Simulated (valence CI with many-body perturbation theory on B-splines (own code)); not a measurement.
**Energy levels of Xe²⁺**

Calculated by configuration interaction combined with many-body perturbation theory (CI+MBPT): six valence electrons over a frozen Dirac-Fock core [Kr] 4d10, radial functions for each j: 9 s, 9 p, 8 d, 6 f, 3 g, 1 h, with the one-electron correlation potential Σ1, the two-electron term Σ2, the three-electron term Σ3, Breit, model QED; selected CI, second order for the rest, scaled by the run's own slope (own B-spline code, finite nucleus).

Against 29 measured levels this calculation errs by 195 cm⁻¹ on average and by 442 at most. These come from a selection out of Saloman, J. Phys. Chem. Ref. Data 33, 765 (2004). Levels without a partner in it may be off by more. Among the levels kept, up to 1200 cm⁻¹ of a level comes from second order outside the variational space, and about a tenth of that is noise between levels of different J, which matters for small intervals.

Levels 1 to 31 of 31, with energies above the lowest level, 5s2 5p4 3P_2. "Leading %" is the weight of the configuration and term that name the level; weights of strongly mixed levels are sums over their largest components and can fall short. In the jj column 3d3/2^4 stands for four electrons in 3d with j = 3/2.

```csv
No.,Configuration,Term,J,E (eV),Leading %,g,Leading jj
1,5s2 5p4,3P,2,0.000,84,1.442,5s^2 5p1/2^2 5p3/2^2 (88 %)
2,5s2 5p4,3P,0,1.013,76,,5s^2 5p1/2^2 5p3/2^2 (73 %)
3,5s2 5p4,3P,1,1.210,94,1.501,5s^2 5p1/2 5p3/2^3 (94 %)
4,5s2 5p4,1D,2,2.117,83,1.059,5s^2 5p1/2 5p3/2^3 (88 %)
5,5s2 5p4,1S,0,4.485,75,,5s^2 5p3/2^4 (72 %)
6,5s 5p5,3P°,2,12.136,69,1.499,5s 5p1/2^2 5p3/2^3 (69 %)
7,5s 5p5,3P°,1,12.796,58,1.447,5s 5p1/2^2 5p3/2^3 (37 %)
8,5s 5p5,3P°,0,13.377,51,,5s 5p1/2 5p3/2^4 (51 %)
9,5s2 5p3 5d,5D°,3,13.797,78,1.449,5s^2 5p1/2^2 5p3/2 5d3/2 (30 %)
10,5s2 5p3 5d,5D°,2,13.827,77,1.418,5s^2 5p1/2^2 5p3/2 5d3/2 (46 %)
11,5s2 5p3 5d,5D°,4,13.875,84,1.469,5s^2 5p1/2^2 5p3/2 5d5/2 (48 %)
12,5s2 5p3 5d,5D°,1,13.901,83,1.484,5s^2 5p1/2 5p3/2^2 5d3/2 (42 %)
13,5s2 5p3 5d,5D°,0,13.928,66,,5s^2 5p1/2^2 5p3/2 5d3/2 (37 %)
14,5s2 5p3 5d,3D°,2,14.505,49,1.088,5s^2 5p1/2^2 5p3/2 5d5/2 (50 %)
15,5s2 5p3 5d,1P°,1,14.733,49,1.021,5s^2 5p1/2 5p3/2^2 5d5/2 (37 %)
16,5s2 5p3 5d,3D°,3,14.996,67,1.296,5s^2 5p1/2 5p3/2^2 5d5/2 (67 %)
17,5s2 5p3 6s,5S°,2,15.047,81,1.921,5s^2 5p1/2^2 5p3/2 6s (53 %)
18,5s2 5p3 5d,3D°,1,15.086,83,0.585,5s^2 5p1/2 5p3/2^2 5d3/2 (38 %)
19,5s2 5p3 5d,3F°,2,15.422,61,0.846,5s^2 5p1/2 5p3/2^2 5d3/2 (73 %)
20,5s2 5p3 5d,1S°,0,15.513,82,,5s^2 5p1/2 5p3/2^2 5d5/2 (37 %)
21,5s2 5p3 6s,3S°,1,15.578,69,1.755,5s^2 5p1/2^2 5p3/2 6s (58 %)
22,5s2 5p3 5d,3F°,3,15.602,69,1.110,5s^2 5p1/2 5p3/2^2 5d3/2 (66 %)
23,5s2 5p3 5d,3F°,4,15.814,42,1.162,5s^2 5p1/2 5p3/2^2 5d5/2 (60 %)
24,5s2 5p3 5d,3G°,3,15.902,65,0.861,5s^2 5p1/2^2 5p3/2 5d3/2 (28 %)
25,5s2 5p3 5d,3F°,4,16.111,66,1.192,5s^2 5p1/2 5p3/2^2 5d5/2 (66 %)
26,5s2 5p3 5d,3G°,5,16.366,93,1.200,5s^2 5p1/2 5p3/2^2 5d5/2 (93 %)
27,5s2 5p3 5d,1G°,4,16.441,67,1.019,5s^2 5p1/2 5p3/2^2 5d3/2 (76 %)
28,5s2 5p3 5d,3D°,1,16.521,47,0.681,5s^2 5p1/2 5p3/2^2 6s (30 %)
29,5s2 5p3 6s,3D°,2,16.696,41,1.235,5s^2 5p1/2 5p3/2^2 6s (50 %)
30,5s2 5p3 5d,1D°,2,16.904,32,1.053,5s^2 5p1/2 5p3/2^2 6s (26 %)
31,5s2 5p3 6s,3D°,1,17.131,42,0.716,5s^2 5p1/2 5p3/2^2 6s (34 %)
```

Names give the largest LS component (configuration and term), which can be under half, so a name can repeat, a term be missing and a line seem to break the LS rules; names also repeat where a configuration has a term twice.

The ionisation energy to 5s2 5p3 4S°_3/2 of the next ion comes out as 30.926 eV (NIST: 31.05 ± 0.04 eV (semi-empirical), further off than twice its uncertainty). All 31 levels together are meant to be complete up to 17.143 eV.
